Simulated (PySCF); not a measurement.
## Finite-field polarisability of Tl (thallium, neutral)

[Xe] 4f14 5d10 6s2 6p1, 2P determinant. Computed with PySCF 2.14 in aug-cc-pVQZ-PP with ECP60MDF, with scalar relativity through the core potential. Frozen: 5s2 5p6 5d10. Energy changes in a uniform field (μhartree):

```json
{"axis": "x", "F (au)": "0.0019", "HF": "-101.672", "MP2": "-101.367", "CCSD": "-100.543", "CCSD(T)": "-100.758"}
{"axis": "x", "F (au)": "0.0038", "HF": "-407.542", "MP2": "-406.292", "CCSD": "-402.964", "CCSD(T)": "-403.827"}
{"axis": "y", "F (au)": "0.0013", "HF": "-99.717", "MP2": "-97.101", "CCSD": "-96.347", "CCSD(T)": "-96.385"}
{"axis": "y", "F (au)": "0.0026", "HF": "-400.821", "MP2": "-390.150", "CCSD": "-387.051", "CCSD(T)": "-387.195"}
```

By symmetry the remaining axis equals x.

Question: Derive α along x at CCSD(T) from the two fields.

Answer: With ΔE = −αF²/2 − γF⁴/24, α = −(16 ΔE(F) − ΔE(2F))/(6F²) = 55.79 bohr³.

Question: And the mean polarisability at each level?

Answer: The components xx, yy, zz at CCSD(T) are 55.79, 113.9, 55.79, the third axis being equal by symmetry to one of the two computed. Means: HF 76.80, MP2 75.66, CCSD 75.06, CCSD(T) 75.16 bohr³. Reference: 50 ± 2 bohr³ (recommended; Schwerdtfeger and Nagle, table of static dipole polarizabilities (2023 update)).

CCSD(T) lies more than 5 % above the reference; correlation of the frozen inner shells, absent here, would lower it, and spin-orbit coupling is absent too.

Spin-orbit coupling, absent here, splits the open shell strongly.
